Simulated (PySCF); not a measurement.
## Structure and specific rotation at 589.3 nm (origin-invariant length gauge)

Method used: TDDFT CAM-B3LYP/def2-SVPD circular dichroism and optical rotation, one conformer, gas phase (PySCF). Geometry: GFN2-xTB.

Each molecule in one low-energy conformer. The parent is C=C[C@@H](F)[C@@H]1O[C@@H]1F.

The molecule is flexible and this is one conformer; a measurement averages over conformers.

Question: How does the specific rotation at 589.3 nm (origin-invariant length gauge) change along this series?
- C=C[C@@H](F)[C@@H]1O[C@@H]1F (base)
- C=C[C@@H](F)[C@H]1O[C@@H]1F (diastereomer)
- C=C[C@H](F)[C@@H]1O[C@@H]1F (diastereomer)
- C=C[C@H](F)[C@H]1O[C@@H]1F (diastereomer)

Answer: 
| molecule | [α]589 (deg dm⁻¹ (g/mL)⁻¹) | S1 (eV) | R(S1), velocity form (10⁻⁴⁰ esu² cm²) |
| --- | --- | --- | --- |
| C=C[C@@H](F)[C@@H]1O[C@@H]1F | +249.7 | 7.60 | +89.4 |
| C=C[C@@H](F)[C@H]1O[C@@H]1F | +145.9 | 7.57 | +93.7 |
| C=C[C@H](F)[C@@H]1O[C@@H]1F | -203.2 | 7.59 | -96.3 |
| C=C[C@H](F)[C@H]1O[C@@H]1F | -174.1 | 7.46 | -86.9 |

The specific rotation at 589.3 nm (origin-invariant length gauge) is lowest for C=C[C@H](F)[C@@H]1O[C@@H]1F and highest for C=C[C@@H](F)[C@@H]1O[C@@H]1F.
